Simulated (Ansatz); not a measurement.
Consider the formal exchange of groups at the Se–Zr bond: `C[Se][Zr]([F])([F])[N](C)C` + `N=CCF` → `C[Se]CC=N` + `C[N](C)[Zr]([F])([F])[F]`.

Program: Ansatz. Geometries: PBE0-D4/def2-TZVP. ΔE: electronic, gas phase. CBS: MP2 limit from def2 TZ/QZ plus the TZ coupled-cluster correction, frozen cores. DFT in def2-TZVPP. B3LYP here is the variant with VWN-RPA as its local correlation; programs differ in this. Elements past krypton have def2 core potentials. For Se, Zr outer-core shells are correlated without core-valence functions, which leaves a few kJ/mol of doubt a bond. Scalar relativity is left out up to krypton. Each species was taken in one conformer, which may not be the lowest.

| level | ΔE (kJ/mol) | difference from CCSD(T)/CBS |
| --- | --- | --- |
| PBE-D4 | -125.9 | 2.7 |
| r2SCAN-D4 | -125.7 | 2.9 |
| PBE0-D4 | -123.3 | 5.3 |
| B3LYP-D4 | -124.4 | 4.2 |
| ωB97X-V | -132.2 | -3.6 |
| PBE | -127.2 | 1.4 |
| r2SCAN | -126.8 | 1.8 |
| B3LYP | -126.0 | 2.6 |
| HF/def2-TZVPP | -116.0 | 12.6 |
| MP2/def2-TZVPP | -133.2 | -4.6 |
| CCSD/def2-TZVPP | -126.0 | 2.6 |
| CCSD(T)/def2-TZVPP | -124.9 | 3.7 |
| HF/def2-QZVPP | -117.8 | 10.8 |
| MP2/def2-QZVPP | -136.0 | -7.4 |
| HF/CBS(def2) | -118.1 | 10.5 |
| CCSD/CBS(def2) | -129.8 | -1.2 |
| CCSD(T)/CBS | -128.6 | 0 |

Largest T1 diagnostic among the species: 0.016.

In def2-TZVPP, CCSD(T) changes the Hartree–Fock value by −8.8 kJ/mol (the triples alone add +1.1 kJ/mol) and MP2 by −17.1 kJ/mol.
